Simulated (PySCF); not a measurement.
How the method changes the constants of NaZn⁺

State: ¹Σ⁺ (singlet), closed shell. Set-up: PySCF, no relativity, basis sets Na 6-31G(d,p), Zn 6-31G(d,p). De refers to Na⁺ + Zn in their ground configurations, without counterpoise correction. A positive dipole points towards Zn; it is taken about the centre of mass and depends on that origin.

```csv
Level,Re (Å),ωe (cm⁻¹),De (eV),μ (D)
RHF-MP2,2.776,196,0.73,n/a
RHF-SCS-MP2,2.793,191,0.71,n/a
RHF-CCSD,2.806,187,0.67,n/a
RHF-CCSD(T),2.796,190,0.69,n/a
PBE,2.683,216,0.94,-5.88
r²SCAN,2.718,204,0.83,-6.06
M06-L,2.740,192,0.71,-6.73
PBE0,2.736,198,0.82,-6.00
M06,2.717,195,0.71,-6.72
CAM-B3LYP,2.701,207,0.84,-6.03
B2PLYP,2.742,199,0.79,-6.06
```

The bond length runs from 2.683 Å (PBE) to 2.806 Å (RHF-CCSD). De spans 0.67 eV (RHF-CCSD, coupled cluster) to 0.94 eV (PBE, GGA).

Correlated steps freeze 6 core orbitals. Closed-shell solutions of metal pairs were not tested for spin polarisation, which can lower them a little. Correlated levels converge slowly with the basis: in double zeta they bind strong bonds too weakly, by up to about 1 eV, and carry superposition errors of some tenths. For an ion De counts to the pair picked by the measured ionisation energies or electron affinities, which need not be the lowest pair at this level. B2PLYP dipoles, levels and charges come from its SCF part alone.

The whole job (state search and all levels along the bond) took about 2.1 min on 1 thread of Arm Neoverse V2 (shared host), peak memory 0.58 GiB.
